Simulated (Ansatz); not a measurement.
W(NH)2Cl2 (WN₂Cl₂H₂). The state is a triplet with charge 0. Geometry PBE-D4/def2-SVP, that of the neutral singlet; atoms count from 1.

Cartesian coordinates in Å:
```
W -0.225 -0.202 0.390
N 0.228 1.489 0.245
H 0.632 2.301 -0.232
N 0.245 -1.065 -1.065
H 0.655 -1.147 -2.001
Cl -2.524 -0.287 0.527
Cl 0.989 -1.089 2.136
```

In the def2 sets W takes a core potential; there is no spin–orbit coupling. At PBE0-D4/def2-TZVP a singlet of charge 0 lies 3.60 eV below the triplet at the same geometry.

(1) Estimate the Mulliken populations from the PBE0/def2-TZVP orbitals of Ansatz.

(2) Where does the spin sit?

(3) And the Mayer bond orders between heavy atoms (over 0.3)?

Results:

(1) 
```tsv
atom	charge (e)	spin (α − β)	d electrons
W1	1.13	0.64	3.87
N2	-0.50	0.59	–
H3	0.27	-0.01	–
N4	-0.50	0.59	–
H5	0.27	-0.01	–
Cl6	-0.34	0.10	–
Cl7	-0.34	0.10	–
```
Mulliken values depend strongly on the basis.

(2) Summed by element: W 0.64, N 1.18, H -0.02, Cl 0.20, of 2 unpaired in all. Largest on single atoms: W1 0.64, N2 0.59, N4 0.59.

(3) W1–N2 1.75 (1.76 Å); W1–N4 1.75 (1.76 Å); W1–Cl6 1.03 (2.30 Å); W1–Cl7 1.03 (2.30 Å).
